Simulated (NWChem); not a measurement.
System: CH5BrSi; SMILES C[SiH2]Br

The following NWChem deck was run.

```
start job
memory heap 200 mb stack 900 mb global 1100 mb
geometry units angstroms
  Si     0.608577    -1.011627     0.000000
  C     -0.857249    -2.169208     0.000000
  Br    -0.106288     1.108279     0.000000
  H      1.450801    -1.194486    -1.216429
  H      1.450801    -1.194486     1.216429
  H     -1.480252    -2.008490     0.892414
  H     -0.511105    -3.215460     0.000000
  H     -1.480252    -2.008490    -0.892414
end
basis spherical
  * library 3-21g
end
dft
  xc b3lyp
  iterations 150
end
driver
  maxiter 120
end
task dft optimize
task dft freq
```

NWChem printed, in part:

```
             Northwest Computational Chemistry Package (NWChem) 7.3.0
             --------------------------------------------------------

 CS  symmetry detected

                             Geometry "geometry" -> ""
                             -------------------------

 Output coordinates in angstroms (scale by  1.889725989 to convert to a.u.)

  No.       Tag          Charge          X              Y              Z
 ---- ---------------- ---------- -------------- -------------- --------------
    1 Si                  14.0000     0.62557490    -1.04373858     0.00000000
    2 C                    6.0000    -0.83828376    -2.20380644     0.00000000
    3 Br                  35.0000    -0.09288802     1.07495074     0.00000000
    4 H                    1.0000     1.46810813    -1.22516748    -1.21642900
    5 H                    1.0000     1.46810813    -1.22516748     1.21642900
    6 H                    1.0000    -1.46155872    -2.04414634     0.89241400
    7 H                    1.0000    -0.49036405    -3.24946929     0.00000000
    8 H                    1.0000    -1.46155872    -2.04414634    -0.89241400

 Effective nuclear repulsion energy (a.u.)     231.6694599675

      Symmetry information
      --------------------

 Group name             Cs
 Group number              2
 Group order               2
 No. of unique centers     6

                                Z-matrix (autoz)
                                --------

 Units are Angstrom for bonds and degrees for angles

[...]

      ----------------------
      Optimization converged
      ----------------------

  Step       Energy      Delta E   Gmax     Grms     Xrms     Xmax
  ---- ---------------- -------- -------- -------- -------- --------
@    5   -2890.70288984 -7.9D-07  0.00009  0.00003  0.00056  0.00115
                                     ok       ok       ok       ok

                                Z-matrix (autoz)
                                --------

 Units are Angstrom for bonds and degrees for angles

[...]

 Rotational Constants
 --------------------
 A=   0.485922 cm-1  (  0.699117 K)
 B=   0.075509 cm-1  (  0.108638 K)
 C=   0.067772 cm-1  (  0.097506 K)

 Temperature                      =   298.15K
 frequency scaling parameter      =   1.0000

 Zero-Point correction to Energy  =   34.662 kcal/mol  (  0.055237 au)
 Thermal correction to Energy     =   37.921 kcal/mol  (  0.060431 au)
 Thermal correction to Enthalpy   =   38.514 kcal/mol  (  0.061375 au)

 Total Entropy                    =   74.749 cal/mol-K
   - Translational                =   40.363 cal/mol-K (mol. weight = 124.9326)
   - Rotational                   =   25.964 cal/mol-K (symmetry #  =        1)
   - Vibrational                  =    8.421 cal/mol-K

 Cv (constant volume heat capacity) =   16.691 cal/mol-K
   - Translational                  =    2.979 cal/mol-K
   - Rotational                     =    2.979 cal/mol-K
   - Vibrational                    =   10.732 cal/mol-K

[normal modes left out]

 ----------------------------------------------------------------------------
 Normal Eigenvalue ||           Projected Infra Red Intensities
  Mode   [cm**-1]  || [atomic units] [(debye/angs)**2] [(KM/mol)] [arbitrary]
 ------ ---------- || -------------- ----------------- ---------- -----------
    1       -0.000 ||    0.000680           0.016         0.663       0.191
    2       -0.000 ||    0.000204           0.005         0.199       0.057
    3        0.000 ||    0.000441           0.010         0.430       0.124
    4        0.000 ||    0.000406           0.009         0.396       0.114
    5        0.000 ||    0.000001           0.000         0.001       0.000
    6        0.000 ||    0.000784           0.018         0.764       0.220
    7      146.063 ||    0.000027           0.001         0.026       0.008
    8      163.543 ||    0.001704           0.039         1.661       0.479
    9      351.946 ||    0.026281           0.606        25.620       7.394
   10      471.344 ||    0.015919           0.367        15.519       4.479
   11      662.096 ||    0.003412           0.079         3.326       0.960
   12      691.647 ||    0.000786           0.018         0.766       0.221
   13      776.195 ||    0.119580           2.759       116.572      33.644
   14      922.784 ||    0.094290           2.175        91.918      26.528
   15      943.485 ||    0.051096           1.179        49.811      14.376
   16      943.787 ||    0.254271           5.866       247.876      71.540
   17     1375.057 ||    0.020139           0.465        19.632       5.666
   18     1523.742 ||    0.007950           0.183         7.750       2.237
   19     1531.886 ||    0.006548           0.151         6.383       1.842
   20     2207.064 ||    0.101416           2.340        98.866      28.534
   21     2220.548 ||    0.138737           3.201       135.248      39.034
   22     3052.006 ||    0.002164           0.050         2.110       0.609
   23     3126.823 ||    0.003271           0.075         3.189       0.920
   24     3147.642 ||    0.002919           0.067         2.845       0.821
 ----------------------------------------------------------------------------
```

Level: B3LYP/3-21G. This build's default masses of Se (78.918 u) and Br (79.917 u) are each other's, which moves their modes by up to 0.6 %.
